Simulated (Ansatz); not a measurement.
Total energies of (CdS)2 ring (Cd2S2) from Ansatz at PBE0-D4/def2-TZVPD, gas phase (1 Eh = 27.2114 eV = 2625.5 kJ/mol). The reference geometry is relaxed at r2SCAN-D4/def2-SVP.

| state | geometry | energy (Eh) |
| --- | --- | --- |
| charge 0 singlet | reference | -1131.71129 |
| charge -1 doublet | reference | -1131.78554 |
| free Cd atom (singlet) | – | -167.77479 |
| free S atom (triplet) | – | -397.97420 |

In the def2 sets Cd takes a core potential; there is no spin–orbit coupling.

Work out the vertical electron affinity, to the doublet.

E(charge 0 singlet) − E(charge -1 doublet) = -1131.71129 − (-1131.78554) = 0.07425 Eh = 2.02 eV.

What is the binding energy per atom against free atoms?

Atoms: 2 × (-167.77479) + 2 × (-397.97420) = -1131.49798 Eh. Binding: -1131.49798 − (-1131.71129) = 0.21331 Eh = 5.80 eV, or 1.45 eV for each of 4 atoms (no zero-point energy, no counterpoise term).
